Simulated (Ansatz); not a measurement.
C$_{2}$H$_{3}$ClIInO (`C=[C](I)[In]([OH])[Cl]`): the same geometry under several functionals.

```yaml
crystal:
  periodic: [false, false, false]
  atoms:
    - {symbol: C, position_ang: [0.763547, -1.573369, -0.758965]}
    - {symbol: C, position_ang: [0.602668, -0.615446, 0.143804]}
    - {symbol: I, position_ang: [1.774019, -0.579097, 1.886285]}
    - {symbol: In, position_ang: [-0.823331, 0.941370, -0.077913]}
    - {symbol: O, position_ang: [-1.186103, 2.426801, 1.158990]}
    - {symbol: Cl, position_ang: [-2.150333, 0.961105, -1.979492]}
    - {symbol: H, position_ang: [1.491094, -2.373214, -0.652624]}
    - {symbol: H, position_ang: [0.151081, -1.581846, -1.657413]}
    - {symbol: H, position_ang: [-0.622642, 2.393685, 1.937336]}
basis:
  gaussian: {orbitals: def2-TZVPP}
hamiltonian: {xc: {name: r2SCANh}, dispersion: d4}
output: {orbitals: {seedname: orbitals}}
```

```sh
$ ansatz run in.yaml --threads 2 --pin off --events-out ev --progress --plain --max-ram 31744MiB --backend cuda --devices 0, --max-vram 18GiB
```

It prints (some lines left out):

```
Functional definition: r2SCANh
1737 factors; their error is unknown
mean field evaluation 1: about -29953.4511 eV, gradient 9.2e1 eV
mean field evaluation 2: about -29892.5519 eV, gradient 1.8e2 eV
mean field evaluation 4: about -29969.9989 eV, gradient 2.8e1 eV
mean field evaluation 8: about -29971.7202 eV, gradient 1.8e-1 eV
mean field evaluation 16: about -29971.8520 eV, gradient 8.9e-4 eV
mean field -29971.85197053 eV, -1101.4452442659 hartree, gradient 3.0e-5 eV, S^2 0.000000; 0 other end points of the search recorded, 0 dependent functions left out
reference -29971.85198677 eV, -1101.4452448629 hartree; 43, 43 occupied and 234, 234 virtual orbitals, 1737 factors
Total energy: -29971.92965938 eV, -1101.4480992788 hartree
```

Run time 2.7 s (2 threads of an AMD EPYC 7R13 on a shared host and a share of an NVIDIA H100 80 GB); peak host memory 0.88 GiB.

The same input with `hamiltonian: {xc: r2scan, dispersion: d4}` and forces (abridged; 3.7 s):

```
Functional definition: r2SCAN
mean field evaluation 16: about -29972.8257 eV, gradient 2.7e-3 eV
mean field -29972.82570068 eV, -1101.4810281889 hartree, gradient 3.7e-5 eV, S^2 0.000000
Total energy: -29972.89583049 eV, -1101.4836054120 hartree
Atom 0 force     0.030369    -0.155825    -0.142165 eV/Å
Atom 1 force    -0.082540     0.044793    -0.066024 eV/Å
Atom 2 force     0.113831     0.027642     0.197578 eV/Å
Atom 3 force     0.052859    -0.062421     0.003416 eV/Å
Atom 4 force    -0.093873     0.138632     0.028137 eV/Å
Atom 5 force    -0.053004     0.012924    -0.061770 eV/Å
Atom 6 force    -0.008821     0.003145    -0.008218 eV/Å
Atom 7 force    -0.001818     0.010841     0.010155 eV/Å
Atom 8 force     0.042997    -0.019731     0.038890 eV/Å
Dipole moment:     0.441332    -0.384392     0.183980 e Å
```

Changing it to `hamiltonian: {xc: {name: revPBE}, dispersion: d4}` (abridged; 1.7 s):

```
Functional definition: revPBE
mean field evaluation 16: about -29969.6805 eV, gradient 6.1e-4 eV
mean field -29969.68053819 eV, -1101.3654455994 hartree, gradient 7.3e-5 eV, S^2 0.000000
Total energy: -29970.36212346 eV, -1101.3904933960 hartree
```

The same input with `hamiltonian: {xc: {name: LC-wPBE}}` (abridged; 2.4 s):

```
Functional definition: LC-wPBE
mean field evaluation 16: about -29966.2450 eV, gradient 4.0e-4 eV
mean field -29966.24495111 eV, -1101.2391901029 hartree, gradient 1.9e-5 eV, S^2 0.000000
Total energy: -29966.24495112 eV, -1101.2391901032 hartree
```

The same input with `hamiltonian: {xc: {name: BHLYP}, dispersion: d4}` (abridged; 2.9 s):

```
Functional definition: BHLYP
mean field evaluation 16: about -29964.7989 eV, gradient 1.5e-3 eV
mean field -29964.79893074 eV, -1101.1860498344 hartree, gradient 4.0e-5 eV, S^2 0.000000
Total energy: -29965.24455268 eV, -1101.2024261386 hartree
```

With the line `hamiltonian: {xc: {name: BLYP}, dispersion: d4}` (abridged; 2.6 s):

```
Functional definition: BLYP
mean field evaluation 16: about -29966.8083 eV, gradient 9.3e-3 eV
mean field -29966.80831065 eV, -1101.2598931840 hartree, gradient 6.9e-5 eV, S^2 0.000000
Total energy: -29967.41278130 eV, -1101.2821070709 hartree
```
